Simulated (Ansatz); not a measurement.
Energy needed to pull apart C$_{2}$H$_{3}$NSi (SMILES C=[Si]=C=N), singlet, into free ground-state atoms, from the structure below (displaced at random from a GFN2-xTB minimum); no zero-point or spin–orbit terms; open-shell atoms are treated unrestricted, in their ground-state multiplicity.

```xyz
7
angstrom
C -1.1986 1.4588 -0.1519
Si 0.0183 0.3150 0.2870
C 0.6560 -1.2749 -0.2119
N 1.5128 -2.0712 0.0150
H -1.8904 1.2805 -0.9524
H -1.2998 2.3692 0.3443
H 2.2277 -2.0478 0.6679
```

Computed with Ansatz 0.2.0 (basis: def2-TZVPP); correlated methods freeze the cores.

| method | atomization energy (eV) |
| --- | --- |
| PBE-D4 | 27.94 |
| revPBE-D4 | 27.11 |
| r2SCAN-D4 | ? |
| B97M-V | 26.91 |
| PBE0-D4 | 26.75 |
| wB97M-V | 26.52 |
| HF | 16.69 |
| MP2 | ? |
| CCSD | 24.72 |
| CCSD(T) | 25.57 |

Problem. What does r2SCAN-D4 give? (Judge from chemistry; the value comes from the calculation.)

Solution. By the calculation: 26.78 eV, which is about 1.22 eV more than CCSD(T)/def2-TZVPP.

Problem. What does MP2 give? (To be estimated.)

Solution. By the calculation: 26.13 eV, which is about 0.56 eV more than CCSD(T)/def2-TZVPP.

In triple zeta the MP2 and coupled-cluster atomization energies are still short of their basis limit by a few kcal/mol a bond, whereas those of the functionals are nearly converged, so these differences are not deviations from converged CCSD(T).

No T1 diagnostic of these runs exceeds 0.023. The restricted Hartree–Fock reference is unstable towards an unrestricted one here.

For scale, one of the runs: CCSD(T)/def2-TZVPP forces, 177 basis functions (an equivalent command: `ansatz run in.yaml --threads 4`). Hardware: 4 CPU threads, shared host. Wall time 98 s; peak host memory 3.1 GiB.
